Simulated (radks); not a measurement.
Values are calculated unless marked as measured or tabulated.
Problem. As3-, configuration [Kr]. Code: a radial shooting solver on a logarithmic mesh with Libxc functionals. Model: scalar-relativistic Kohn-Sham, PBE, spin-polarised, spherical densities, finite nucleus; Fermi nuclear charge, rms radius 4.0968 fm; Watson sphere of charge +3 and radius 2.54 bohr. Some entries of the table are withheld. Estimate them.

orbital,occ.,eigenvalue (Ry),r(max) (bohr)
1s,2,-861.1540,0.02974
2s,2,-109.1022,(1)
2p,6,-95.64170,0.1363
3s,2,-13.82762,0.5217
3p,6,-9.66639,(2)
3d,10,-2.83691,0.4773
4s,2,-1.14723,1.695
4p,6,-0.51588,(3)

Solution. 
(1) 2s r(max) (bohr): 0.1701
(2) 3p r(max) (bohr): 0.5211
(3) 4p r(max) (bohr): 2.148
